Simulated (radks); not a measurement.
Results of a calculation; reference values are marked as such.
All-electron atom: Be2+ in [He] (the NIST ground configuration).

Code: a radial shooting solver on a logarithmic mesh with Libxc functionals. Model: non-relativistic Kohn-Sham, LDA (Slater exchange, Perdew-Wang correlation), spin-unpolarised, spherical densities, point nucleus.

Energy parts (hartree):
total: -13.44391
kinetic: 13.34421
electron-nucleus: -29.19913
Hartree: 4.49210
exchange-correlation: -2.08109

Orbitals (lengths in bohr, moments of r in powers of bohr; r(max) is where P^2 peaks; r(90%) holds 90 % of the orbital's charge):
| orbital | occ. | eigenvalue (hartree) | <1/r> | r(90%) | <r> | r(max) |
|---|---|---|---|---|---|---|
| 1s | 2 | -4.80613 | 3.650 | 0.758 | 0.4208 | 0.2678 |

The highest occupied level is 1s at -130.78 eV. The electron density at the nucleus is 33.86 e/bohr^3. Summed over all electrons, <r^2> = 0.4810 bohr^2, which gives a Langevin (diamagnetic) susceptibility term of -0.381 x 10^-6 cm^3/mol. Virial ratio -V/T = 2.00747. The density falls to 0.001 e/bohr^3 at r = 1.48 bohr.
